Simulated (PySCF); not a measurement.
HO2, SMILES O[O], multiplicity 2. Atoms are numbered in the order given.

```xyz
3

O     -0.1250    -0.5979     0.0000
O      0.0274     0.7188     0.0000
H      0.7808    -0.9671     0.0000
```
Charge 0, spin multiplicity 2.

Coordinates come from a B3LYP-D3(BJ)/def2-TZVPD optimisation. The isomer is the one that the SMILES or the coordinates give; other isomers of the formula were not compared.

Level of theory: B3LYP/def2-TZVPD (PySCF).

Mulliken values depend strongly on the basis, most of all with diffuse functions as here. ESP charges are fitted to the potential on shells at 1.4 to 2.0 van der Waals radii. Atomic charges (e):

```csv
atom,ESP fit,meta-Löwdin,Mulliken spin
O1,___,-0.18,0.27
O2,___,-0.18,0.74
H3,___,0.36,-0.01
```

### Question
Some entries are withheld; supply them. (The exact figures need the calculation; the answer reports its results.)

### Answer

- O1, ESP fit: -0.22
- O2, ESP fit: -0.15
- H3, ESP fit: 0.38
